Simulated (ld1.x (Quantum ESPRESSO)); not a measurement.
Scattering properties, TM potential for tellurium

| Property | Result |
| --- | --- |
| Element | tellurium (Te) |
| Generator | ld1.x (Quantum ESPRESSO) 7.5 |
| Type | norm-conserving Troullier–Martins (Kleinman–Bylander form) |
| Functional | LDA (PZ) |
| Relativity | scalar-relativistic |
| Frozen core | [Kr] 4d10 |
| Valence charge | 6 |
| Reference configuration | 5s1 5p5 |
| Partial waves | 5p (bound): rc 2.20 bohr; 5s (bound): rc 1.70 bohr |
| Local potential | the s channel |
| Core correction | a·sin(br)/r model core, default radius (core density twice the valence density) |

The phase is arctan(r·u′/u) with u = r·R(r), unwrapped; energies in Ry, scanned from -3 to 5 Ry. A pole is an energy at which the radial function vanishes at the test radius. The pseudo phase is shifted by a multiple of π to meet the all-electron one at the reference energy, and phase errors are pseudo minus all-electron; the curves can meet again beyond the range given. Levels narrower than the energy grid can be missing from the lists of poles.

```csv
channel,radius (bohr),reference energy (Ry),"poles, all-electron","poles, pseudo",unbroken range about the reference energy with phases within 0.05 rad,phase error 1 Ry above the reference energy (rad)
s,2.41,-1.18,0.27,0.24,below 2.6,-0.003
p,2.41,-0.49,1.74,1.67,below 4.1,-0.003
```

Phases in the s channel:

```json
{"E (Ry)": "-3.00", "all-electron": "1.182", "pseudo": "1.180"}
{"E (Ry)": "-2.52", "all-electron": "1.063", "pseudo": "1.060"}
{"E (Ry)": "-2.04", "all-electron": "0.776", "pseudo": "0.772"}
{"E (Ry)": "-1.56", "all-electron": "-0.136", "pseudo": "-0.139"}
{"E (Ry)": "-1.08", "all-electron": "-1.079", "pseudo": "-1.079"}
{"E (Ry)": "-0.60", "all-electron": "-1.381", "pseudo": "-1.382"}
{"E (Ry)": "-0.12", "all-electron": "-1.508", "pseudo": "-1.511"}
{"E (Ry)": "0.36", "all-electron": "-1.582", "pseudo": "-1.587"}
{"E (Ry)": "0.84", "all-electron": "-1.635", "pseudo": "-1.643"}
{"E (Ry)": "1.32", "all-electron": "-1.680", "pseudo": "-1.692"}
{"E (Ry)": "1.80", "all-electron": "-1.724", "pseudo": "-1.744"}
{"E (Ry)": "2.28", "all-electron": "-1.773", "pseudo": "-1.807"}
{"E (Ry)": "2.76", "all-electron": "-1.834", "pseudo": "-1.899"}
{"E (Ry)": "3.24", "all-electron": "-1.921", "pseudo": "-2.066"}
{"E (Ry)": "3.72", "all-electron": "-2.068", "pseudo": "-2.474"}
{"E (Ry)": "4.20", "all-electron": "-2.364", "pseudo": "-3.469"}
{"E (Ry)": "4.68", "all-electron": "-3.032", "pseudo": "-4.160"}
```
